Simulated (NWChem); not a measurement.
**C2H3B in NWChem**

```xyz
6

B      0.0000     0.0000     1.4048
C      0.0000     0.0000    -0.1026
C      0.0000     0.0000    -1.3365
H      0.0000     0.0000    -2.4193
H     -1.0514     0.0000     2.0151
H      1.0514     0.0000     2.0151
```
Charge 0, spin multiplicity 1.

The numbers come from NWChem runs, not from measurements. The geometry was optimised at PBE/def2-SVP, a minimum by its harmonic frequencies. It is one conformer; others weren't searched.

Symmetry labels belong to the abelian group C2v used in the runs, with the axes of the coordinates shown.

The structure started from a generated list of species.

**Question.** List the lowest 4 singlet excitations that CIS/aug-cc-pVDZ gives, with oscillator strengths.

**Answer.** 
```csv
state,symmetry,energy (eV),wavelength (nm),f
1,a2,4.20,295,0.000
2,a1,5.61,221,0.044
3,a2,6.60,188,0.000
4,a2,7.01,177,0.000
```
